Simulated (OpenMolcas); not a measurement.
5d³ along the 71-electron sequence

```json
{
 "Program": "OpenMolcas 26.06",
 "Method": "SS-CASPT2, IPEA 0.25 Eh, imaginary shift 0.1 Eh",
 "Basis": "ANO-R2",
 "Scalar Hamiltonian": "X2C, finite nucleus",
 "Spin-orbit coupling": "state interaction with AMFI integrals over the reference wave functions, term energies averaged over their components"
}
```

Active space for each ion: 3 electrons in 10 orbitals (5d 6d); closed shells correlated by CASPT2: 5s 5p.

Computed levels in cm-1 above ⁴F_3/2:

| Level | Ta2+ | W3+ | Re4+ | Os5+ | Ir6+ | Pt7+ |
| --- | --- | --- | --- | --- | --- | --- |
| ⁴F_5/2 | 2680 | 3890 | 5020 | 6510 | 8190 | 10160 |
| ⁴F_7/2 | 5200 | 7280 | 9250 | 11640 | 14230 | 17140 |
| ²P_1/2 | 9610 | 11460 | 23960 | 29140 | 34420 | 40180 |
| ²G_7/2 | 12470 | 15930 | 19580 | 23340 | 27420 | 32010 |
| ⁴P_5/2 | 14550 | 18210 | 21620 | 25390 | 29440 | 33950 |
| ⁴P_1/2 | 14830 | 18700 | 14450 | 16970 | 19540 | 22370 |
| ²D_5/2(1) | 18690 | 24300 | 29790 | 35310 | 41080 | 47330 |
| ²H_11/2 | 19170 | 23470 | 28180 | 33080 | 38340 | 44160 |
| ²F_7/2 | 24590 | 30310 | 35980 | 41590 | 47450 | 53740 |
| weight of ⁴F in the lowest level (%) | 88 | 85 | 84 | 82 | 79 | 76 |

Mixed levels, with the weight of the term that names them: Ta2+ ²P_1/2 (53 %), Ta2+ ⁴P_1/2 (53 %), W3+ ²P_1/2 (53 %), W3+ ⁴P_1/2 (53 %), Re4+ ²P_1/2 (63 %), Re4+ ⁴P_1/2 (63 %), Os5+ ²P_1/2 (67 %), Os5+ ⁴P_1/2 (67 %), Ir6+ ²P_1/2 (68 %), Ir6+ ⁴P_1/2 (68 %), Pt7+ ²P_1/2 (67 %), Pt7+ ²G_7/2 (74 %), Pt7+ ⁴P_1/2 (67 %).

Measured, with the error of the calculation in %. Measured levels: W3+ from the list in J. Phys. B 45, 035001 (2012); Re4+ from the list in Brasseur, Gamrath and Quinet, At. Data Nucl. Data Tables 157, 101636 (2024); Os5+ from the list in Brasseur, Palmeri and Quinet, Atoms 13, 11 (2025).

```
    Level           W3+          Re4+          Os5+
   ⁴F_5/2  3537 (+10.1)   4853 (+3.4)   6397 (+1.8)
   ⁴F_7/2   6745 (+8.0)   8973 (+3.1)  11444 (+1.7)
   ²P_1/2                23669 (+1.2)  28860 (+1.0)
   ²G_7/2  15261 (+4.4)  19013 (+3.0)  22920 (+1.8)
   ⁴P_5/2  17190 (+5.9)  20922 (+3.3)  24828 (+2.3)
   ⁴P_1/2                14325 (+0.9)  16772 (+1.2)
²D_5/2(1)  22766 (+6.8)  28739 (+3.7)  34418 (+2.6)
  ²H_11/2  22223 (+5.6)  27077 (+4.1)  32156 (+2.9)
   ²F_7/2  28412 (+6.7)  34625 (+3.9)  40447 (+2.8)
```

The fine-structure level ⁴F_7/2 changes by a factor of 3.3 from Ta2+ to Pt7+. Its fourth root runs 8.49, 9.24, 9.81, 10.39, 10.92, 11.44, with steps per unit of Z of 0.75, 0.57, 0.58, 0.54, 0.52; equal steps would mean a (Z - σ)^4 law with constant σ.

²P_1/2 changes by a factor of 4.18 over the same range, with steps per unit of Z of +1850, +12500, +5180, +5280, +5760 cm-1.

CASPT2 does not keep the components of a term degenerate, so their means are used; among the terms shown or strongly mixed into the levels shown the widest spread is 450 cm-1 (5d³ ⁴F, Os5+). Over all roots computed the reference weight is 0.90 to 0.96 in W3+; the roots of lowest weight are the least certain, and an intruder state may touch them. Active for correlation alone: 6d; no level in the range computed is led by a configuration that fills it, so any true level of that kind is missing. The CASPT2 spread within a term exceeds the gap to the next term for 5d³ ⁴P and 5d³ ²G, so the order of their levels is uncertain (holds for W3+). Measured partners are found by configuration, term and J. A level has none where our copy of the source lacks it or the pairing is in doubt (some pairs that miss far off the trend of their configuration count as doubtful), and it then counts in no deviation. Only configurations of the active space appear.

A number in round brackets counts repeated terms of one configuration in the order of the reference energies.
